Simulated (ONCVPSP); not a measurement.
## Varying the ONCV potential for arsenic

Base potential:

* Element: arsenic
* Generator: ONCVPSP 4.0.1
* Type: optimised norm-conserving Vanderbilt (ONCV)
* Functional: PBE
* Relativity: fully relativistic
* Frozen core: [Ne] 3s2
* Valence charge: 21
* Reference configuration: 3p6 3d10 4s1.75 4p3.25
* Partial waves: 4s: rc 1.70 bohr, ncon 4, nbas 7, qcut 3.8 1/bohr, 1 projector; 3p+4p: rc 1.05 bohr, ncon 4, nbas 9, qcut 12.1 1/bohr, 2 projectors; 3d: rc 0.80 bohr, ncon 3, nbas 8, qcut 22.3 1/bohr, 1 projector
* Local potential: polynomial inside 0.50 bohr (lpopt 5, dvloc0 0 Ha)
* Core correction: Teter function fitted to the true core (icmod 2), fcfact 0.4

Open shells are filled in proportion to 2j + 1.

All-electron outer shells of the reference configuration (PBE, scalar-relativistic, ld1.x):

```tsv
shell	level (eV)	outermost node (bohr)	outermost maximum (bohr)
2p	-1304.08	–	0.14
3s	-190.74	0.25	0.52
3p	-134.11	0.22	0.52
3d	-41.07	–	0.47
4s	-14.72	0.73	1.61
4p	-5.36	0.78	1.97
```

Cutoffs, loose and tight: the cutoffs (Ha) at which the residual kinetic energy of the hardest occupied pseudo-wave falls to 1 and 0.1 mHa per electron. They do not see the model core or the augmentation charge, which bear on the density cutoff. Test errors are all-electron minus pseudo excitation energies from the reference, over the configurations 3p6 3d10 4s2 4p3; 3p6 3d10 4s2 4p2; 3p6 3d10 4s2 4p1; 3p6 3d10 4s1 4p3. A dash means not determined; rows that change the core or the reference have their own tests.

A true bound ghost makes a file unfit for plane-wave use even where its test errors are small: the radial tests pick states by their node count and pass the ghost by.

```json
{"change": "base", "outcome": "generated", "cutoff, loose": "174 Ha", "cutoff, tight": "197 Ha", "bound ghosts": "s", "GHOST(+) flags above zero": "none", "largest test error (meV)": "+7.1"}
{"change": "p: qcut 8.8", "outcome": "generated", "cutoff, loose": "174 Ha", "cutoff, tight": "252 Ha", "bound ghosts": "s", "GHOST(+) flags above zero": "none", "largest test error (meV)": "+7.2"}
{"change": "p: qcut 9.8", "outcome": "generated", "cutoff, loose": "174 Ha", "cutoff, tight": "225 Ha", "bound ghosts": "s", "GHOST(+) flags above zero": "none", "largest test error (meV)": "+6.9"}
{"change": "p: qcut 10.7", "outcome": "generated", "cutoff, loose": "174 Ha", "cutoff, tight": "197 Ha", "bound ghosts": "s", "GHOST(+) flags above zero": "p3/2", "largest test error (meV)": "+6.2"}
{"change": "p: qcut 11.9", "outcome": "generated", "cutoff, loose": "174 Ha", "cutoff, tight": "197 Ha", "bound ghosts": "s", "GHOST(+) flags above zero": "p1/2", "largest test error (meV)": "+7.3"}
{"change": "p: qcut 13.5", "outcome": "generated", "cutoff, loose": "174 Ha", "cutoff, tight": "197 Ha", "bound ghosts": "s", "GHOST(+) flags above zero": "none", "largest test error (meV)": "+6.8"}
{"change": "p: qcut 14.3", "outcome": "generated", "cutoff, loose": "174 Ha", "cutoff, tight": "197 Ha", "bound ghosts": "s", "GHOST(+) flags above zero": "none", "largest test error (meV)": "+6.7"}
{"change": "p: qcut 15.4", "outcome": "generated", "cutoff, loose": "174 Ha", "cutoff, tight": "197 Ha", "bound ghosts": "s", "GHOST(+) flags above zero": "none", "largest test error (meV)": "+6.6"}
{"change": "p: qcut 17.1", "outcome": "generated", "cutoff, loose": "174 Ha", "cutoff, tight": "197 Ha", "bound ghosts": "s", "GHOST(+) flags above zero": "none", "largest test error (meV)": "+6.6"}
{"change": "p: qcut 17.8", "outcome": "generated", "cutoff, loose": "174 Ha", "cutoff, tight": "197 Ha", "bound ghosts": "s", "GHOST(+) flags above zero": "none", "largest test error (meV)": "+6.6"}
```

Problem. What comes out with this change to the base: p: qcut 7.3?

Solution. outcome: generated; cutoff, loose: 246 Ha; cutoff, tight: 317 Ha; bound ghosts: s; GHOST(+) flags above zero: p3/2, p1/2; largest test error (meV): +7.7.

Reading the sweep of the qcut of the p channel (base included, trends over the rows without a ghost): Bound ghosts are found at 7.3, 8.8, 9.8, 10.7, 11.9, 12.1, 13.5, 14.3, 15.4, 17.1, 17.8 1/bohr. Every judged row has one, so this setting neither creates nor removes them.
